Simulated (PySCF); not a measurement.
C2H7AlNO (charge -1).
Bonds: C1–C2, C2–O3 (double), C2–N4, N4–Al5. Hydrogens: H6, H7, H8 on C1; H9 on N4; H10, H11, H12 on Al5.

Torsions of this conformer, `[CH3:1][C:2](=[O:3])[NH:4][AlH3-:5]`: C1–C2–N4–Al5 180°.

The closed-shell ground state was solved at several levels (PySCF, density fitting, gas phase, non-relativistic). The structure is a single PBE0-D3(BJ)/def2-SVP conformer in the gas phase; no vibrational or solvent corrections. The geometry's basis has no diffuse functions, a weakness for an anion. No diffuse functions stand in def2-SVP and def2-TZVP, which bears on an anion's orbital energies.

| level | basis functions | total energy (Eh) | HOMO (eV) | LUMO (eV) | gap (eV) |
| --- | --- | --- | --- | --- | --- |
| BHandHLYP/def2-SVPD | 163 | -452.5824 | -3.63 | 4.02 | 7.65 |
| PBE0/def2-TZVP | 203 | -452.6524 | -2.39 | 4.30 | 6.69 |
| PBE0/6-31+G* | 108 | -452.5484 | -2.43 | 3.19 | 5.62 |
| wB97X-D/def2-SVPD | 163 | -452.6340 | -4.37 | 5.02 | 9.39 |
| LDA/def2-SVPD | 163 | -449.9248 | -1.36 | 2.99 | 4.35 |
| B3LYP/def2-SVPD | 163 | -452.7386 | -2.30 | 3.37 | 5.67 |
| PBE0/def2-TZVPD | 257 | -452.6558 | -2.50 | 3.18 | 5.68 |
| PBE/def2-SVPD | 163 | -452.3143 | -1.28 | 3.05 | 4.33 |
| PBE0/def2-SVP | 109 | -452.3272 | -2.17 | 5.12 | 7.29 |
| PBE0/def2-SVPD | 163 | -452.3505 | -2.47 | 3.64 | 6.11 |
| LC-wPBE/def2-SVPD | 163 | -452.5013 | -5.17 | 4.99 | 10.16 |

Task: What might HF/def2-SVPD (163 basis functions) give for the same quantities?

Result: Total energy -450.8956 Eh, HOMO -5.48 eV, LUMO 5.10 eV, gap 10.58 eV.

Task: Over all these levels, which gives the widest orbital gap and which the narrowest?

Result: HF/def2-SVPD (Hartree–Fock, all exact exchange) has the widest, 10.58 eV, and PBE/def2-SVPD (GGA) the narrowest, 4.33 eV. The two share the basis. From the narrowest to the widest the HOMO moves by -4.20 eV and the LUMO by +2.05 eV.

Task: How much does the basis alone move the frontier levels among the 5 PBE0 rows?

Result: The HOMO by 0.33 eV and the LUMO by 1.94 eV. By rising basis size (HOMO, LUMO in eV): 6-31+G* -2.43, 3.19; def2-SVP -2.17, 5.12; def2-SVPD -2.47, 3.64; def2-TZVP -2.39, 4.30; def2-TZVPD -2.50, 3.18.

Task: In the def2-SVPD basis, how does the gap go with the fixed share of exact exchange?

Result: PBE (0 %) 4.33 eV; LDA (0 %) 4.35 eV; B3LYP (20 %) 5.67 eV; PBE0 (25 %) 6.11 eV; BHandHLYP (50 %) 7.65 eV; HF (100 %) 10.58 eV. Each rise in the share widens the gap here.

The pairwise dispersion term of wB97X-D wasn't added to the energies; at a given geometry it leaves orbitals and properties as they are.
